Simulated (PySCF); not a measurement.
Job file and geometry (Å, from PBE0-D3(BJ)/def2-SVP) of an NMR shielding run on [TcS4]- (SMILES [S]=[Tc-](=[S])(=[S])=[S]), GIAO wB97X-D/pcSseg-1 Tc:def2-TZVP NMR shielding, core potentials past Kr, else non-relativistic, gas phase in PySCF 2.14.0, density-fitted response routines; density fitting, a coarse starting grid and PySCF grid level 2 are the driver's defaults:

```
{"job": {"kind": "nmr", "xc": "wB97X-D", "basis": {"default": "pcSseg-1", "Tc": "def2-TZVP"}, "pop": false}, "charge": -1, "multiplicity": 1}
Tc    -0.001871     0.000273     0.001794
S     -0.000392    -0.022741     2.124651
S      1.997921     0.010346    -0.702706
S     -1.002009     1.739231    -0.692597
S     -0.993659    -1.727120    -0.731142
```

Problem. What does the program print?

Solution. 
```
coarse grid: 33440 points
cycle   1  E = -1673.6027230657  dE = -7.526e+00  |g| = 6.889e-01  |ddm| = 4.627e+00
cycle   2  E = -1673.1543612485  dE =  4.484e-01  |g| = 1.622e+00  |ddm| = 1.982e+00
cycle   3  E = -1673.7327818891  dE = -5.784e-01  |g| = 2.505e-01  |ddm| = 1.238e+00
cycle   4  E = -1673.7445005087  dE = -1.172e-02  |g| = 2.817e-02  |ddm| = 2.217e-01
cycle   5  E = -1673.7445890945  dE = -8.859e-05  |g| = 1.694e-02  |ddm| = 4.253e-02
cycle   6  E = -1673.7446470168  dE = -5.792e-05  |g| = 4.049e-03  |ddm| = 1.855e-02
cycle   7  E = -1673.7446503712  dE = -3.354e-06  |g| = 1.164e-03  |ddm| = 4.796e-03
final grid: 61208 points
cycle   8  E = -1673.7378809751  dE = -3.075e-05  |g| = 2.866e-03  |ddm| = 1.522e-02
cycle   9  E = -1673.7378710841  dE =  9.891e-06  |g| = 7.682e-03  |ddm| = 5.628e-03
cycle  10  E = -1673.7378825089  dE = -1.142e-05  |g| = 8.146e-04  |ddm| = 4.822e-03
cycle  11  E = -1673.7378826068  dE = -9.790e-08  |g| = 5.533e-04  |ddm| = 1.112e-03
cycle  12  E = -1673.7378826863  dE = -7.947e-08  |g| = 1.075e-04  |ddm| = 5.582e-04
cycle  13  E = -1673.7378826906  dE = -4.330e-09  |g| = 2.759e-05  |ddm| = 1.788e-04
cycle  14  E = -1673.7378826916  dE = -1.044e-09  |g| = 6.411e-06  |ddm| = 1.067e-04
cycle  15  E = -1673.7378826917  dE = -5.912e-11  |g| = 3.561e-06  |ddm| = 2.327e-05
converged SCF energy = -1673.7378826917

GIAO shielding tensors (ppm)
atom      isotropic    diamagn.    paramagn.     s11        s22        s33       span
  0 Tc         nan         nan         nan        nan        nan        nan        nan
  1 S     -786.535    1058.555   -1845.090  -1089.408   -636.662   -633.536    455.872
  2 S     -781.657    1058.574   -1840.231  -1087.598   -631.091   -626.282    461.316
  3 S     -785.309    1058.554   -1843.863  -1089.551   -636.853   -629.523    460.028
  4 S     -784.594    1058.556   -1843.150  -1089.216   -634.956   -629.610    459.606
```

Problem. Turn these shieldings into chemical shifts. Scale: CS2 for ³³S (493.71 ppm) (reference shieldings calculated alike).

Solution. Averaging equivalent atoms: S 1/2/3/4: 1278 ppm. No reference was computed at this level for Tc. 

Tc is described by an effective core potential, so it has no shielding of its own here; spin–orbit effects on the atoms bonded to it, which can be large, are absent, and the values of these neighbours are rough.

Size and cost of the density-fitted run: 136 basis functions, 14 s wall time on 1 thread of an Arm Neoverse V1, shared host.
